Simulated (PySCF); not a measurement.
C3H9Sb, SMILES [CH3][Sb]([CH3])[CH3].

Geometry optimised at B3LYP-D3(BJ)/def2-SVP. The isomer is the one that the SMILES or the coordinates give; other isomers of the formula were not compared. The def2 effective core potentials stand for the cores of Sb; spin–orbit coupling is left out.

Computed with PBE/def2-TZVP in PySCF.

Symmetry labels are those of the subgroup Cs that the program uses (full group C3v).

**Question.** List the valence orbital energies around the gap with their symmetry. (An estimate is asked for; the answer gives what the named calculation found.)

**Answer.** 
```csv
orbital,symmetry,energy (eV)
HOMO−7,A',-9.80
HOMO−6,A",-9.80
HOMO−5,A',-9.44
HOMO−4,A",-9.44
HOMO−3,A",-9.32
HOMO−2,A',-6.95
HOMO−1,A",-6.95
HOMO,A',-5.51
LUMO,A",-0.58
LUMO+1,A',-0.58
LUMO+2,A',0.33
LUMO+3,A',0.72
```
